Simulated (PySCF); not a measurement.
B3LYP has the VWN-RPA correlation part, as in Gaussian. Excitations are Tamm–Dancoff values on a coarser integration grid. The basis has no diffuse functions, so Rydberg states are missing or too high.

Cartesian coordinates (Å):
SMILES: C(C1C=C1)C
```xyz
13

C      1.6913    -0.4078    -0.3582
C      0.6298     0.5754     0.1334
C     -0.6531    -0.1174     0.5503
C     -2.0035     0.5195     0.3819
C     -1.7397    -0.4383    -0.4401
H      1.9297    -1.1440     0.4134
H      2.6177     0.1027    -0.6282
H      1.3392    -0.9534    -1.2368
H      1.0250     1.1444     0.9822
H      0.4021     1.3021    -0.6518
H     -0.5129    -0.8039     1.3889
H     -2.6834     1.2759     0.7326
H     -2.0422    -1.0552    -1.2677
```
Charge 0, spin multiplicity 1.

### Question
What total energy, HOMO, LUMO, HOMO–LUMO gap and S1 excitation (TDA) does PySCF with B3LYP-D3(BJ)/def2-TZVP give?

### Answer

```json
{
 "total_energy": "-5315.54 eV",
 "HOMO": "-6.95 eV",
 "LUMO": "-0.15 eV",
 "HOMO–LUMO gap": "6.81 eV",
 "S1 excitation (TDA)": "6.13 eV"
}
```
